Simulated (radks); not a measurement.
Fractional charge and spin in the 1s shell of boron: the spin-up occupation runs from 0 to 1 and the spin-down occupation from 0 to 1; the fullest corner is B3+, 1s(up 1, down 1). Method: scalar-relativistic Kohn-Sham, LDA (Slater exchange, Perdew-Wang correlation), spin-polarised, spherical densities, point nucleus; computed with a radial shooting solver on a logarithmic mesh with Libxc functionals. Energy (eV) above the fullest corner. The planes named below are the two flat planes that join the four corners, with an edge along up + down = one added electron.

\begin{tabular}{lrrrrr}
down \ up & 0 & 0.25 & 0.5 & 0.75 & 1 \\ \hline
0 & 591.823 & 503.403 & 417.313 & 334.890 & 256.477 \\
0.25 & 503.403 & 419.859 & 338.838 & 261.433 & 187.952 \\
0.5 & 417.313 & 338.838 & 262.886 & 190.470 & 121.872 \\
0.75 & 334.890 & 261.433 & 190.470 & 122.948 & 59.136 \\
1 & 256.477 & 187.952 & 121.872 & 59.136 & 0.000 \\
\end{tabular}

Corners above the fullest one (they belong to B4+ and the next ion): (up 1, down 0) 256.48 eV, (up 0, down 1) 256.48 eV, (up 0, down 0) 591.82 eV. With half an added electron in each spin the energy lies 6.409 eV from the planes (fractional-spin error, the static-correlation error of a stretched bond), and with half an added electron in spin up alone -6.837 eV (fractional-charge error). For a frontier s shell over closed shells the exact functional lies on the planes.
